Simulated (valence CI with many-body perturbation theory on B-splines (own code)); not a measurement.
**E1 line list for Lu LVIII**

Level of theory: configuration interaction combined with many-body perturbation theory (CI+MBPT): four valence electrons over a frozen Dirac-Fock core [Ne], radial functions for each j: 11 s, 11 p, 9 d, 7 f, 5 g, 2 h, 1 i, with the one-electron correlation potential Σ1, the two-electron term Σ2, the three-electron term Σ3, Breit, model QED; selected CI, second order for the rest (own B-spline code, finite nucleus).

The last digits are not significant, and no measured levels were compared; by estimate large intervals hold to a few tenths of a per cent, small ones and those within an open d or f shell to about a per cent.

Lines 1 to 50 of 235 in falling wavelength, among levels below 80.875 Ry, chosen from the strongest by gf and those to the six lowest levels. Wavelengths and rates use the calculated energies. Electric multipoles are in the length gauge, E1 and E2 with the static RPA response of the core. Weak lines are less certain than strong ones. Lines between different terms over intervals too small for the method are left out, as are lines whose strength nearly cancels. The highest levels of a list are the least certain.

Levels are named by their leading jj configuration (3d3/2^4 stands for four electrons in 3d with j = 3/2), which in mixed levels can hold well under half, so a name can repeat and another be missing. Letters in brackets count levels of one name in rising energy.

```csv
λ vac (nm),Upper,Lower,A (s⁻¹),S (a.u.)
13.68,(3s^2 3p3/2^2) J=2,(3s^2 3p1/2 3d3/2) J=2,2.07e+06,1.31e-05
11.25,(3s 3p1/2 3p3/2 3d3/2) J=3 [a],(3s^2 3p3/2 3d3/2) J=2,1.99e+09,9.77e-03
10.75,(3s^2 3p3/2^2) J=2,(3s 3p1/2^2 3p3/2) J=1,1.00e+08,3.08e-04
9.724,(3s 3p1/2^2 3d3/2) J=2,(3s^2 3p1/2 3d3/2) J=1,7.06e+09,1.60e-02
9.656,(3s 3p1/2 3p3/2 3d5/2) J=4 [a],(3s^2 3p3/2 3d5/2) J=4,2.51e+09,1.00e-02
9.582,(3s 3p1/2 3p3/2 3d3/2) J=4,(3s^2 3p3/2 3d3/2) J=3,8.30e+09,3.24e-02
9.202,(3s^2 3p3/2^2) J=0,(3s 3p1/2^2 3p3/2) J=1,1.82e+08,6.99e-05
8.887,(3s 3p1/2 3p3/2 3d5/2) J=4 [b],(3s^2 3p3/2 3d5/2) J=3,5.71e+09,1.78e-02
8.887,(3s 3p1/2 3p3/2 3d3/2) J=2 [c],(3s^2 3p3/2 3d3/2) J=2,6.21e+09,1.08e-02
8.731,(3s^2 3p3/2^2) J=2,(3s 3p1/2^2 3p3/2) J=2,7.77e+07,1.28e-04
8.530,(3s 3p1/2 3p3/2 3d3/2) J=3 [b],(3s^2 3p3/2 3d3/2) J=2,3.43e+09,7.35e-03
8.337,(3s 3p1/2^2 3p3/2) J=2,(3s^2 3p1/2 3p3/2) J=2,1.05e+10,1.50e-02
8.294,(3s 3p1/2 3p3/2 3d5/2) J=3 [a],(3s^2 3p3/2 3d5/2) J=2,6.28e+09,1.24e-02
8.267,(3s 3p1/2 3p3/2 3d5/2) J=5,(3s^2 3p3/2 3d5/2) J=4,1.88e+10,5.78e-02
8.245,(3s 3p1/2 3p3/2 3d3/2) J=2 [d],(3s^2 3p3/2 3d3/2) J=1,7.05e+09,9.75e-03
8.161,(3s 3p1/2 3p3/2^2) J=3,(3s^2 3p3/2^2) J=2,1.23e+10,2.30e-02
8.081,(3s 3p1/2 3p3/2 3d5/2) J=4 [c],(3s^2 3p3/2 3d5/2) J=3,1.10e+10,2.58e-02
7.978,(3s 3p1/2 3p3/2 3d3/2) J=1 [c],(3s^2 3p3/2 3d3/2) J=1,1.27e+10,9.53e-03
7.952,(3s 3p1/2^2 3d5/2) J=3,(3s^2 3p1/2 3d5/2) J=3,1.48e+10,2.57e-02
7.905,(3s 3p1/2^2 3d5/2) J=3,(3s^2 3p1/2 3d5/2) J=2,2.41e+10,4.10e-02
7.871,(3s 3p1/2 3p3/2^2) J=1 [a],(3s^2 3p3/2^2) J=0,9.70e+09,7.00e-03
7.865,(3s 3p1/2^2 3p3/2) J=2,(3s^2 3p1/2 3p3/2) J=1,1.31e+10,1.57e-02
7.856,(3s 3p1/2 3p3/2 3d3/2) J=3 [c],(3s^2 3p3/2 3d3/2) J=3,1.53e+10,2.57e-02
7.843,(3s 3p1/2 3p3/2 3d5/2) J=1 [c],(3s^2 3p3/2 3d5/2) J=1,1.49e+10,1.06e-02
7.781,(3s 3p1/2 3p3/2 3d5/2) J=3 [b],(3s^2 3p3/2 3d5/2) J=2,1.34e+10,2.18e-02
7.762,(3s 3p1/2 3p3/2 3d5/2) J=1 [a],(3s^2 3p3/2 3d5/2) J=2,1.07e+10,7.40e-03
7.713,(3s 3p1/2 3p3/2 3d5/2) J=2 [c],(3s^2 3p3/2 3d5/2) J=1,1.36e+10,1.54e-02
7.677,(3s 3p1/2^2 3d3/2) J=1,(3s^2 3p1/2 3d3/2) J=2,3.00e+10,2.01e-02
7.572,(3s 3p1/2 3p3/2 3d5/2) J=2 [b],(3s^2 3p3/2 3d5/2) J=2,1.51e+10,1.61e-02
7.384,(3s 3p1/2 3p3/2 3d5/2) J=2 [d],(3s^2 3p3/2 3d5/2) J=1,1.22e+10,1.21e-02
7.384,(3s 3p1/2 3p3/2 3d3/2) J=2 [b],(3s 3p1/2 3p3/2^2) J=2 [b],1.13e+10,1.12e-02
7.367,(3s 3p1/2 3p3/2 3d3/2) J=2 [b],(3s 3p1/2 3p3/2^2) J=1 [a],8.44e+09,8.32e-03
7.364,(3s 3p1/2^2 3d3/2) J=2,(3s^2 3p1/2 3d3/2) J=2,2.28e+10,2.25e-02
7.341,(3s 3p1/2 3p3/2 3d5/2) J=3 [d],(3s^2 3p3/2 3d5/2) J=3,1.99e+10,2.72e-02
7.330,(3s 3p1/2^2 3d5/2) J=2,(3s^2 3p1/2 3d5/2) J=3,3.32e+10,3.22e-02
7.290,(3s 3p1/2^2 3d5/2) J=2,(3s^2 3p1/2 3d5/2) J=2,8.33e+09,7.96e-03
7.288,(3s 3p1/2 3p3/2 3d5/2) J=2 [c],(3s^2 3p3/2 3d5/2) J=3,1.19e+10,1.14e-02
7.248,(3s 3p1/2 3p3/2 3d5/2) J=4 [b],(3s^2 3p3/2 3d5/2) J=4,6.88e+09,1.16e-02
7.078,(3s 3p1/2 3p3/2 3d3/2) J=2 [a],(3s 3p1/2 3p3/2^2) J=3,1.57e+10,1.38e-02
7.069,(3s 3p1/2^2 3p3/2) J=1,(3s^2 3p1/2 3p3/2) J=2,3.86e+10,2.02e-02
7.008,(3s 3p1/2 3p3/2^2) J=1 [a],(3s^2 3p3/2^2) J=2,1.58e+10,8.04e-03
6.994,(3s 3p1/2 3p3/2 3d5/2) J=2 [d],(3s^2 3p3/2 3d5/2) J=3,1.46e+10,1.23e-02
6.992,(3s 3p1/2 3p3/2^2) J=2 [b],(3s^2 3p3/2^2) J=2,2.22e+10,1.87e-02
6.960,(3s 3p1/2 3p3/2 3d3/2) J=1 [d],(3s^2 3p3/2 3d3/2) J=2,1.47e+10,7.36e-03
6.935,(3p1/2^2 3p3/2^2) J=0,(3s 3p1/2 3p3/2^2) J=1 [a],6.92e+10,1.14e-02
6.800,(3s 3p1/2 3p3/2 3d5/2) J=3 [c],(3s^2 3p3/2 3d5/2) J=4,2.82e+10,3.06e-02
6.727,(3s 3p1/2^2 3p3/2) J=1,(3s^2 3p1/2 3p3/2) J=1,1.27e+10,5.71e-03
6.708,(3s 3p1/2 3p3/2 3d3/2) J=2 [e],(3s^2 3p3/2 3d3/2) J=3,3.05e+10,2.27e-02
6.703,(3s 3p1/2 3p3/2 3d5/2) J=4 [c],(3s^2 3p3/2 3d5/2) J=4,1.76e+10,2.35e-02
6.659,(3s 3p1/2^2 3d3/2) J=1,(3s 3p1/2^2 3p3/2) J=1,1.38e+10,6.03e-03
```
